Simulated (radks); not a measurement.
Spherical quantum dot in the effective-mass picture: electrons in a well V = -V0 / (1 + exp((r - R)/a)) with V0 = 7.17, R = 5.76, a = 0.5, all in effective atomic units (hartree* = m*/eps^2 hartree, bohr* = eps/m* bohr), one dielectric constant everywhere. Method: non-relativistic Kohn-Sham, exchange-only LDA, spin-polarised, spherical densities; computed with a radial shooting solver with Libxc functionals. Levels are named by radial order and angular momentum (1s, 1p, 1d, 2s, ...), and open shells are averaged over m.

N = 22, configuration 1s2 1p6 1d10 1f(up 4, down 0). This is the lowest configuration that the search found. Occupied and some empty levels:

level    occupation  eigenvalue (hartree*)  <r> (bohr*)
1s up             1                -1.7686        3.697
1s down           1                -1.7313        3.660
1p up             3                -1.6814        3.844
1p down           3                -1.6416        3.825
1d up             5                -1.5308        3.984
1d down           5                -1.4890        3.974
1f up             4                -1.3266        4.111
1f down           0                -1.2836        4.107
2s up             0                -1.1627        2.660
2s down           0                -1.1488        2.652
1g up             0                -1.0751        4.227
1g down           0                -1.0315        4.226
2p up             0               -0.91147        3.139
2p down           0               -0.89128        3.128
2d up             0               -0.61669        3.462
2d down           0               -0.59202        3.452

Energy (hartree*): total -88.5196, kinetic 9.3616, external -148.79, Hartree 56.515, exchange-correlation -5.6102.

Electron density:

r (bohr*)  n(r) (e/bohr*^3)
0.160              0.001596
0.563              0.002029
0.967              0.003164
1.37               0.005504
1.77               0.009838
2.18                0.01712
2.58                0.02800
2.98                0.04174
3.38                0.05481
3.79                0.06056
4.19                0.05295
4.59                0.03396
5.00                0.01477
5.40               0.004109
5.80              0.0007338
6.21             0.00009147
6.61              9.029e-06
7.01              7.989e-07
7.42              6.772e-08
7.82              5.855e-09
